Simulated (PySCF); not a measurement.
As (arsenic, neutral) across methods

[Ar] 3d10 4s2 4p3, high-spin 4S determinant. Calculation: PySCF 2.14, in dyall-av2z; the non-relativistic Hamiltonian (point nucleus).

| method | E (hartree) | mean ε 4s α (eV) | mean ε 4s β (eV) | mean ε 4p α (eV) | Σ⟨r²⟩ (bohr²) | ⟨S²⟩ |
| --- | --- | --- | --- | --- | --- | --- |
| r2SCAN0 | -2235.814 | -17.453 | -13.547 | -7.443 | 40.80 | 3.751 |
| HSE06 | -2235.554 | -16.431 | -13.274 | -6.741 | 41.05 | 3.750 |
| UHF | -2234.21372 | -22.244 | -15.229 | -10.090 | 41.35 | 3.751 |
| PBE0 | -2235.567 | -16.872 | -13.520 | -7.160 | 41.00 | 3.751 |
| LDA | -2232.561 | -14.950 | -12.931 | -6.027 | 41.15 | 3.750 |
| PBE | -2235.505 | -14.826 | -12.526 | -5.979 | 41.24 | 3.750 |
| r2SCAN | -2235.825 | -15.665 | -12.555 | -6.390 | 40.84 | 3.751 |
| revPBE | -2235.667 | -14.791 | -12.372 | -5.961 | 41.23 | 3.751 |

**Question.** Estimate the same row for M06-2X.

**Answer.** E (hartree) = -2235.876; mean ε 4s α (eV) = -18.219; mean ε 4s β (eV) = -13.538; mean ε 4p α (eV) = -8.015; Σ⟨r²⟩ (bohr²) = 41.32; ⟨S²⟩ = 3.753.
